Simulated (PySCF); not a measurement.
# Correlation energy of Nb²⁺ (niobium, charge +2)

Starting occupation: [Kr] 4d2 5s1, 4d5/2 with m_j = +3/2, +5/2, 5s1/2 with m_j = +1/2. Calculation: PySCF 2.14, in x2c-TZVPall-2c with one added diffuse shell each of s, p, d type (9s10p8d1f, 86 functions); X2C-1e with screened-nucleus spin-orbit coupling, Gaussian nucleus. Frozen: [Ar] 3d10; 11 electrons correlated; the 6 highest virtual spinors left out.

MP2 pair energies summed by pair of shells (mhartree):

```tsv
pair	energy	share (%)
4p-4p	-100.11	45.8
4d-4p	-53.46	24.4
4p-4s	-23.33	10.7
4p-5s	-19.90	9.1
4d-5s	-7.24	3.3
4s-4s	-5.34	2.4
4d-4s	-5.17	2.4
4d-4d	-2.98	1.4
4s-5s	-1.28	0.6
```

Total MP2 correlation energy: -218.80 mhartree.

The GHF reference relaxed away from the jj start to a determinant that is no pure jj level (⟨S²⟩ = 3.76, ⟨J²⟩ = 24.76); the energies belong to that determinant.

This basis was not built for core-valence correlation, so the inner-shell part is incomplete.
